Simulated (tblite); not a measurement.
C2H6Al, charge +1, singlet, geometry from GFN2-xTB (such geometries of metal compounds can be far from the true shape); GFN1-xTB with ALPB(water) run with tblite.

tblite was given this input:
```
$ tblite run mol.xyz --method gfn1 --charge 1 --spin 0 --alpb water --json tblite.json --no-restart

# file mol.xyz
9

Al    -0.00000000     0.00000000    -0.00000000
C      1.50720605     0.20042735    -1.23909353
H      2.19275998    -0.66045124    -1.17828475
H      2.09155963     1.10777030    -1.01536712
H      1.16035750     0.27671081    -2.28248740
C     -1.50720605    -0.20042735     1.23909353
H     -2.07340287    -1.12374067     1.03486934
H     -2.20884983     0.64552472     1.15629899
H     -1.16242441    -0.24581393     2.28497092
```

Output, abridged:

```
xTB calculator
 | screened Coulomb repulsion
 | Coulomb electrostatics
 |  * isotropic Klopman-Ohno-Mataga-Nishimoto electrostatics
 |  * onsite third-order electrostatics
 | DFT-D3(BJ) dispersion correction
 | Interactions (3)
 | [1] alpb/gbsa reaction field model
 | [2] cds contribution to solvation
 | [3] empirical free energy shift and standard state/solvent correction

halogen bonding energy    0.0000000000000E+00 Eh
repulsion energy          1.0658016392292E-01 Eh
dispersion energy        -1.9709106962471E-03 Eh
interaction energy       -3.3979844182792E-03 Eh
number of electrons       1.6000000000000E+01 e
integral cutoff           4.0000000000000E+01 bohr

------------------------------------------------------------
  cycle        total energy    energy error   density error
------------------------------------------------------------
      1     -8.234273103817  -8.3354844E+00   5.7651973E-01
      2     -8.331217297118  -9.6944193E-02   2.6983018E-01
      3     -8.331450632569  -2.3333545E-04   1.1092079E-01
      4     -8.331887405279  -4.3677271E-04   3.4039958E-03
      5     -8.331910771169  -2.3365891E-05   1.7101842E-03
      6     -8.331912367680  -1.5965113E-06   2.6626823E-05
      7     -8.331912366659   1.0215651E-09   2.3092417E-05
      8     -8.331912367748  -1.0888446E-09   3.5128152E-07
------------------------------------------------------------

electronic energy        -8.4331236365561E+00 Eh
total energy             -8.3319123677477E+00 Eh

Post processing:
 | Mayer-Wiberg bond orders

[Info] JSON dump of results written to 'tblite.json'
```
